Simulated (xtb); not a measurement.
xtb input (GFN2-xTB):

```bash
xtb mol.xyz --gfn 2 --sp --chrg 1 --uhf 0
```
mol.xyz:
```
4

P      0.05723658     0.01068448    -0.39752192
O     -0.14842036    -0.02770597     1.03081540
H      1.29230879     0.38539804    -0.96991434
H     -0.96349456    -0.32401754    -1.31378017
```

End of the output:

```
         :::::::::::::::::::::::::::::::::::::::::::::::::::::
         ::                     SUMMARY                     ::
         :::::::::::::::::::::::::::::::::::::::::::::::::::::
         :: total energy              -7.106902224666 Eh    ::
         :: gradient norm              0.040137082183 Eh/a0 ::
         :: HOMO-LUMO gap              3.378942828695 eV    ::
         ::.................................................::
         :: SCC energy                -7.157593231970 Eh    ::
         :: -> isotropic ES            0.157563975611 Eh    ::
         :: -> anisotropic ES         -0.018316547698 Eh    ::
         :: -> anisotropic XC          0.005708170832 Eh    ::
         :: -> dispersion             -0.000807413569 Eh    ::
         :: repulsion energy           0.050691007304 Eh    ::
         :: add. restraining           0.000000000000 Eh    ::
         :: total charge               1.000000000000 e     ::
         :::::::::::::::::::::::::::::::::::::::::::::::::::::

           -------------------------------------------------
          |                Property Printout                |
           -------------------------------------------------

    * Orbital Energies and Occupations

         #    Occupation            Energy/Eh            Energy/eV
      -------------------------------------------------------------
         1        2.0000           -0.9764229             -26.5698
         2        2.0000           -0.8787333             -23.9116
         3        2.0000           -0.7909237             -21.5221
         4        2.0000           -0.7650691             -20.8186
         5        2.0000           -0.7577030             -20.6181
         6        2.0000           -0.6925961             -18.8465 (HOMO)
         7                         -0.5684222             -15.4676 (LUMO)
         8                         -0.4317534             -11.7486
         9                         -0.3313977              -9.0178
        10                         -0.2845242              -7.7423
        11                         -0.2736824              -7.4473
        12                         -0.0769542              -2.0940
        13                          0.2249162               6.1203
        14                          0.6993974              19.0316
        15                          0.7528934              20.4873
      -------------------------------------------------------------
Note: The following floating-point exceptions are signalling: IEEE_DENORMAL
normal termination of xtb
                  HL-Gap            0.1241739 Eh            3.3789 eV
             Fermi-level           -0.6305091 Eh          -17.1570 eV

     #   Z          covCN         q      C6AA      α(0)
     1  15 P        2.760     0.729   132.085    20.672
     2   8 O        0.808    -0.146    17.226     5.564
     3   1 H        0.976     0.209     1.053     1.604
     4   1 H        0.976     0.209     1.053     1.604

 Mol. C6AA /au·bohr⁶  :        308.164643
 Mol. C8AA /au·bohr⁸  :      12234.953311
 Mol. α(0) /au        :         29.443177

Wiberg/Mayer (AO) data.
largest (>0.10) Wiberg bond orders for each atom

 ---------------------------------------------------------------------------
     #   Z sym  total        # sym  WBO       # sym  WBO       # sym  WBO
 ---------------------------------------------------------------------------
     1  15 P    4.088 --     2 O    2.401     4 H    0.843     3 H    0.843
     2   8 O    2.504 --     1 P    2.401
     3   1 H    0.956 --     1 P    0.843
     4   1 H    0.956 --     1 P    0.843
 ---------------------------------------------------------------------------

Topologies differ in total number of bonds
Writing topology from bond orders to xtbtopo.mol

molecular dipole:
                 x           y           z       tot (Debye)
 q only:        0.249       0.047      -1.732
   full:        0.286       0.053      -1.990       5.111
molecular quadrupole (traceless):
                xx          xy          yy          xz          yz          zz
 q only:        0.916       0.904      -1.699       0.045       0.064       0.783
  q+dip:        1.620       1.421      -2.483       0.151       0.115       0.863
   full:        1.054       0.392      -0.061       0.312       0.083      -0.993

           -------------------------------------------------
          | TOTAL ENERGY               -7.106902224666 Eh   |
          | GRADIENT NORM               0.040137082183 Eh/α |
          | HOMO-LUMO GAP               3.378942828695 eV   |
           -------------------------------------------------

------------------------------------------------------------------------
------------------------------------------------------------------------
 total:
 SCF:
```

It need not be the lowest isomer of its formula.
